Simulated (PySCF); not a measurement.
Compound: C₃H₄F₃O (doublet state).
Geometry (GFN2-xTB, Å), atoms numbered from 1 in this order:
```
atom  x, y, z in Å
C1     1.106   -0.293    0.858
C2     0.032    0.522    0.269
O3     0.446    1.476   -0.658
C4    -1.015   -0.421   -0.413
F5    -2.073    0.246   -0.876
F6    -0.470   -1.064   -1.456
F7    -1.475   -1.353    0.430
H8     2.073   -0.319    0.398
H9     0.895   -0.924    1.697
H10   -0.537    1.065    1.039
H11    1.026    1.067   -1.314
```

The hyperfine couplings belong to this conformer and change with its torsions.

As a line formula: `[CH2][C@@H](O)C(F)(F)F` [radical].

Computed, not measured: UKS B3LYP, pcH-1 on C F H O, non-relativistic, mean-field spin-orbit, GIAO in PySCF 2.14.0. Isolated species at its GFN2-xTB geometry (one conformer only). Couplings are sensitive to structure, and on GFN2-xTB geometries they can be far from those on DFT ones. Stability of the SCF solution: not tested.

(1) The isotropic 1H couplings, averaged over equivalent nuclei, are +87.3, -64.5, -0.3 MHz. Assign them to H8/H9; H10; H11.

Results:

(1) 
```json
{"site": "H8/H9", "a_iso (MHz)": "-64.5", "ρ(0) (bohr⁻³)": "-0.0144", "position": "α, 1 bond from C1", "distance from C1 (Å)": "1.07", "bound to": "C1", "spin population there": "+1.08", "largest |T| (MHz)": "40.3"}
{"site": "H10", "a_iso (MHz)": "+87.3", "ρ(0) (bohr⁻³)": "+0.0195", "position": "β, 2 bonds from C1", "distance from C1 (Å)": "2.14", "bound to": "C2", "spin population there": "-0.08", "largest |T| (MHz)": "9.4"}
{"site": "H11", "a_iso (MHz)": "-0.3", "ρ(0) (bohr⁻³)": "-0.0001", "position": "γ, 3 bonds from C1", "distance from C1 (Å)": "2.56", "bound to": "O3", "spin population there": "0.00", "largest |T| (MHz)": "7.0"}
```

ρ(0) is the spin density at the nucleus and T the dipolar tensor; entries for several nuclei are means. The Mulliken spin populations are largest on C1 (+1.08) and C2 (-0.08). No atom but C1 exceeds +0.15. The positive populations add up to 1.17 and the negative ones to -0.17, together 2S = 1. The angles at C1 add up to 359.8°, so it is planar; its axial dipolar tensor and the negative couplings of its protons fit spin in a p orbital normal to that plane.

Class means assume fast exchange of nuclei equivalent by connectivity; if that motion is slow, each nucleus keeps its own coupling. The three 19F nuclei of mean +6.6 MHz run from 2.0 to 15.4 MHz in the frozen geometry.
